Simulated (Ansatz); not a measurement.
Basis-set extrapolation for C₃H₁₂BN (`C[B-](C)(C)[NH3+]`) (PBE0-D4/def2-TZVP geometry, frozen core, Ansatz 0.2.0). Multiplicity 1, RHF reference.

```
                      def2-TZVPP   def2-QZVPP
                 HF  -199.829241  -199.838952
    MP2 correlation    -0.896839    -0.952760
CCSD(T) correlation    -0.991531      not run
```

Energies in hartree. Use E(X) = E(∞) + A·exp(−7.88·√X) for Hartree–Fock and E(X) = E(∞) + B·X^(−2.97) for correlation, with X = 3 and 4, and add CCSD(T) minus MP2 of the smaller set to the MP2 limit.

Problem. What is the CCSD(T) energy at the basis-set limit?

Solution. HF limit: -199.838952 + (-0.009711) × 0.13774 = -199.84029. MP2 limit: -0.952760 + (-0.055921) × 0.74074 = -0.99418. Higher-order term: -0.991531 − (-0.896839) = -0.09469. Total: -200.92916 hartree, 2.95 eV below CCSD(T)/def2-TZVPP.
